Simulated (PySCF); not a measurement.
Electronic structure of Tm²⁺ (thulium, charge +2) at the UHF level

Configuration: [Xe] 4f12 5d1, one real determinant (an excited configuration). Computed with PySCF 2.14 in ANO-RCC-VTZP (8s7p5d3f2g1h, 104 functions), with the spin-free X2C one-electron Hamiltonian (Gaussian nucleus).

```json
{"Total energy": "-13561.161853 hartree", "One-electron energy": "-18566.3417 hartree", "Hartree (Coulomb) energy": "5289.9235 hartree", "Exchange energy": "-284.7436 hartree", "⟨S²⟩": "3.7526", "⟨L²⟩": "29.877", "Sum of ⟨r⟩": "36.63 bohr", "Sum of ⟨r²⟩": "40.28 bohr²", "Traceless quadrupole moment −½Σ⟨3z² − r²⟩ along its main axis": "-0.510 e·bohr²", "Langevin diamagnetic susceptibility": "-31.9 ×10⁻⁶ cm³/mol"}
```

```tsv
shell	electrons	mean orbital energy (eV)	spread (eV)	rms radius, mean of both spins (bohr)
1s α	1	-59699.8	0	0.0227
1s β	1	-59699.8	0	0.0227
2s α	1	-10221.3	0	0.0918
2s β	1	-10221.2	0	0.0918
2p α	3	-9043.3	0.301	0.0829
2p β	3	-9043.2	0.209	0.0829
3s α	1	-2371.8	0	0.235
3s β	1	-2370.1	0	0.235
3p α	3	-2006.7	1.616	0.236
3p β	3	-2004.8	0.707	0.236
3d α	5	-1544.4	1.697	0.216
3d β	5	-1542.3	0.878	0.216
4s α	1	-514.72	0	0.529
4s β	1	-510.62	0	0.529
4p α	3	-391.86	2.552	0.562
4p β	3	-387.36	0.334	0.562
4d α	5	-223.73	3.139	0.616
4d β	5	-217.93	3.072	0.616
5s α	1	-84.971	0	1.31
5s β	1	-82.996	0	1.31
5p α	3	-53.040	1.745	1.54
5p β	3	-50.934	0.331	1.54
4f α	7	-37.572	2.894	0.833
4f β	5	-34.948	2.464	0.833
5d α	1	-19.662	0	2.66
```

⟨L²⟩ = 29.88 against 56 for a pure K term, so this real determinant mixes terms. Spin-orbit coupling, absent here, splits the open shell strongly.

Densities and radii are taken from the X2C orbitals without a picture-change correction, which distorts them close to the nucleus.

Spin-orbit constants ζ (cm⁻¹) from the X2C one-electron operator on these orbitals: bare nucleus, nucleus screened by l(l+1)(2l+1)/3 electrons, and screened by the Breit-Pauli mean field of the electrons.

```
shell     bare  screened nucleus  mean field
   2p  5040000           4894000         n/a
   3p  1075000           1044000         n/a
   3d   167700            143400         n/a
   4p   238700            231800         n/a
   4d    31650             27060         n/a
   4f     4919              2923         n/a
   5p    29620             28760         n/a
   5d     1540              1317         n/a
```

To first order the Landé constant is A = -570.4 cm⁻¹, so the lowest level has J = 17/2 and lies 0.743 eV below the centre of the term. This holds in LS coupling only.
